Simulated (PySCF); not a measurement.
C₂H₁₀N₂OSi, SMILES C[C@@H](N)[Si@H](N)O. Atoms are numbered in the order given.

```xyz
16

C     -1.4420    -1.5135    -0.6563
C     -1.0865    -0.0804    -0.2684
N     -1.5141     0.3222     1.0886
Si     0.7613     0.3888    -0.4247
N      1.7787    -0.9623    -0.0562
O      0.8638     1.6938     0.6097
H     -1.1405    -1.7346    -1.6939
H     -2.5277    -1.7014    -0.5741
H     -0.9168    -2.2399    -0.0132
H     -1.5993     0.6130    -0.9638
H     -1.2057    -0.3773     1.7682
H     -2.5340     0.3311     1.1554
H      1.1388     0.7757    -1.8132
H      2.7081    -0.9929    -0.4651
H      1.8122    -1.3329     0.8899
H      0.0145     1.7099     1.0997
```

The structure is a stationary point at r2SCAN-D4/def2-SVP. The structure was generated by enumeration; whether it is a known compound was not checked. Other conformers were not sampled.

Computed with PySCF with TDA-M06-2X/def2-SVPD.

Vertical excitations. Isolated molecule, no solvent.

| state | energy (eV) | λ (nm) | f | main pairs |
|---|---|---|---|---|
| S1 | 6.43 | 193 | 0.010 | HOMO→LUMO 83 % |
| S2 | 6.82 | 182 | 0.071 | HOMO−1→LUMO 68 %, HOMO→LUMO+1 13 % |
| S3 | 7.52 | 165 | 0.005 | HOMO−2→LUMO 65 % |
| S4 | 7.68 | 162 | 0.001 | HOMO→LUMO+1 37 %, HOMO→LUMO+3 19 %, HOMO→LUMO+2 11 %, HOMO−1→LUMO+1 7 % |
| S5 | 7.82 | 159 | 0.011 | HOMO→LUMO+2 61 %, HOMO→LUMO+3 13 % |
| S6 | 7.96 | 156 | 0.004 | HOMO→LUMO+3 23 %, HOMO→LUMO+1 20 %, HOMO→LUMO+4 12 %, HOMO−1→LUMO+4 8 % |
| T1 | 6.23 | 199 | 0 | HOMO→LUMO 78 % |
| T2 | 6.53 | 190 | 0 | HOMO−1→LUMO 63 %, HOMO→LUMO+1 11 % |
Triplets are in the Tamm–Dancoff approximation.
